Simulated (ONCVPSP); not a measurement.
## neodymium (Nd), ONCV: configuration errors across variants

```
Element                 : neodymium (Nd)
Generator               : ONCVPSP 4.0.1
Type                    : optimised norm-conserving Vanderbilt (ONCV)
Functional              : LDA (Perdew-Wang 92)
Relativity              : scalar-relativistic
Frozen core             : [Kr] 4d10 4f3
Valence charge          : 11
Reference configuration : 5s2 5p6 5d1 6s2
Partial waves           : 5s+6s: rc 2.25 bohr, ncon 3, nbas 7, qcut 6.9 1/bohr, 3 projectors, debl 2.8 Ha; 5p: rc 2.05 bohr, ncon 4, nbas 8, qcut 7 1/bohr, 1 projector; 5d: rc 3.40 bohr, ncon 4, nbas 9, qcut 4.8 1/bohr, 2 projectors, debl 2.9 Ha
Local potential         : polynomial inside 1.50 bohr (lpopt 5, dvloc0 -1 Ha)
Core correction         : none
```

All-electron excitation energies from the reference (eV): (1) 5s2 5p6 5d1 6s1 6.464; (2) 5s2 5p6 5d1 6s0 18.161; (3) 5s2 5p6 5d0 6s0 37.834; (4) 5s2 5p6 5d1.5 6s1.5 0.532.

3 further variants failed, have other tests or another functional or relativity, and are left out.

Errors AE − PS in meV (a dash: test not solved or not reliable):

```csv
change,(1),(2),(3),(4),bound ghosts,GHOST(+) flags above zero
base,-0.9,+0.6,-31,-1.0,none,s
"local potential polynomial inside 1.90 bohr (lpopt 3, dvloc0 0 Ha)",-0.9,+0.5,-33,-1.0,none,s
"all radii scaled by about 1.04 (s 2.34, p 2.12, d 3.54 bohr); local potential polynomial inside 1.56 bohr (lpopt 5, dvloc0 -1 Ha)",-1.0,0.0,-27,-0.8,none,"s, d"
s: qcut 5.9; p: qcut 6; d: qcut 4.1,-1.1,-0.9,-15,-0.2,none,"s, d"
"core correction Teter function, fcfact 5.25, rcfact 1.8",-2.1,-9.3,-106,-4.1,none,s
d: nbas 8,-0.9,+0.6,-32,-1.0,none,s
```

Question: Give the same row for: d: debl 0.7.

Answer: -0.9, +0.7, -31, -1.0; bound ghosts: none; GHOST(+) flags above zero: s, d.
